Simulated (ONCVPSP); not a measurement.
**Varying the ONCV potential for aluminium (Al)**

Base potential:

```json
{
 "Element": "Al (Z = 13)",
 "Generator": "ONCVPSP 4.0.1",
 "Type": "optimised norm-conserving Vanderbilt (ONCV)",
 "Functional": "PW91",
 "Relativity": "scalar-relativistic",
 "Frozen core": "[Ne]",
 "Valence charge": "3",
 "Reference configuration": "3s2 3p1",
 "Partial waves": "3s: rc 2.25 bohr, ncon 4, nbas 8, qcut 3.6 1/bohr, 2 projectors, debl 2 Ha; 3p: rc 2.90 bohr, ncon 3, nbas 8, qcut 2.7 1/bohr, 2 projectors, debl 1.1 Ha",
 "Local potential": "polynomial inside 2.20 bohr (lpopt 5, dvloc0 0 Ha)",
 "Core correction": "Teter function fitted to the true core (icmod 2), fcfact 0.15"
}
```

Cutoffs, loose and tight: the cutoffs (Ha) at which the residual kinetic energy of the hardest occupied pseudo-wave falls to 1 and 0.1 mHa per electron. They do not see the model core or the augmentation charge, which bear on the density cutoff. Test errors are all-electron minus pseudo excitation energies from the reference, over the configurations 3s2 3p0; 3s1 3p0; 3s2 3p0.5; 3s0 3p3. A dash means not determined; rows that change the core or the reference have their own tests.

```tsv
change	outcome	cutoff, loose	cutoff, tight	bound ghosts	GHOST(+) flags above zero	largest test error (meV)
base	generated	5.0 Ha	7.6 Ha	none	s	+11
core correction polynomial model core, fcfact 0.35	generated	5.0 Ha	7.6 Ha	none	s	-3.1
p: debl 3.2	generated	5.0 Ha	7.6 Ha	none	s	+11
p: qcut 1.7	generated	5.0 Ha	16 Ha	none	s	+31
p: ncon 4, nbas 9	generated	5.0 Ha	7.6 Ha	none	s	+11
functional PBE	generated	5.0 Ha	7.5 Ha	none	s	+26
```

What comes out with this change to the base: reference 3s2; wave 3p: rc 2.90 bohr, ncon 3, nbas 8, qcut 2.7 1/bohr, 2 projectors, debl 1.1 Ha becomes p scattering state at 0.13 Ha: rc 2.90 bohr, ncon 3, nbas 8, qcut 2.7 1/bohr, 2 projectors, debl 1.1 Ha?

outcome: generated, projector energies reset by the program; cutoff, loose: 5.1 Ha; cutoff, tight: 8.1 Ha; bound ghosts: none; GHOST(+) flags above zero: s; largest test error (meV): +11.

What comes out with this change to the base: s: rc 1.56; local potential polynomial inside 1.56 bohr (lpopt 5, dvloc0 0 Ha)?

outcome: generated; cutoff, loose: 5.7 Ha; cutoff, tight: 56 Ha; bound ghosts: none; GHOST(+) flags above zero: s; largest test error (meV): +14.
